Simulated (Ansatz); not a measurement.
A search over several starts for the lowest SCF solution of Al2H6S2⁺, that is (H2Al-mu-SH)2 with one electron fewer at the given spin, in a small basis.

```yaml
crystal:
  periodic: [false, false, false]
  atoms:
    - {symbol: Al, position_ang: [-0.571381, -1.219415, 0.953688]}
    - {symbol: H, position_ang: [-2.089815, -1.054798, 1.359294]}
    - {symbol: H, position_ang: [0.408629, -2.388407, 1.356111]}
    - {symbol: S, position_ang: [0.576081, 0.831198, 1.445505]}
    - {symbol: Al, position_ang: [1.073135, 0.869443, -0.902988]}
    - {symbol: H, position_ang: [0.464128, 2.188941, -1.523746]}
    - {symbol: H, position_ang: [2.546489, 0.326909, -1.057367]}
    - {symbol: S, position_ang: [-0.385890, -0.963859, -1.426305]}
    - {symbol: H, position_ang: [-0.514441, 1.631017, 1.379328]}
    - {symbol: H, position_ang: [-1.506935, -0.221019, -1.583520]}
basis:
  gaussian: {orbitals: def2-SVP}
total_charge: 1
magnetization: {spin_polarized: true, initial_magnetization: 1}
hamiltonian: {xc: pbe0, dispersion: d4}
output: {orbitals: {seedname: orbitals}}
```

```sh
$ ansatz run in.yaml --threads 4 --pin off --events-out ev --progress --plain --max-ram 3916MiB
```

Shortened log:

```
Functional definition: PBE0
948 factors; integrals over basis functions are off by at most 1.2e-3 eV
mean field evaluation 1: about -34928.8842 eV, gradient 1.4e1 eV
mean field evaluation 2: about -34929.0629 eV, gradient 1.3e1 eV
mean field evaluation 4: about -34930.1900 eV, gradient 8.1e-1 eV
mean field evaluation 8: about -34930.2905 eV, gradient 2.9e-1 eV
mean field evaluation 16: about -34930.2947 eV, gradient 8.0e-3 eV
mean field evaluation 32: about -34930.2947 eV, gradient 3.3e-5 eV
mean field evaluation 64: about -34930.2606 eV, gradient 1.7e0 eV
mean field evaluation 96: about -34930.2794 eV, gradient 3.3e-1 eV
mean field -34930.29469257 eV, -1283.6646533478 hartree, gradient 8.4e-6 eV, S^2 0.757434; 9 other end points of the search recorded, 0 dependent functions left out
reference -34930.29472834 eV, -1283.6646546624 hartree; 32, 31 occupied and 70, 71 virtual orbitals, 948 factors
Total energy: -34930.52697621 eV, -1283.6731896141 hartree
```

Run time 15 s (4 threads of Arm Neoverse V1 on a shared host).
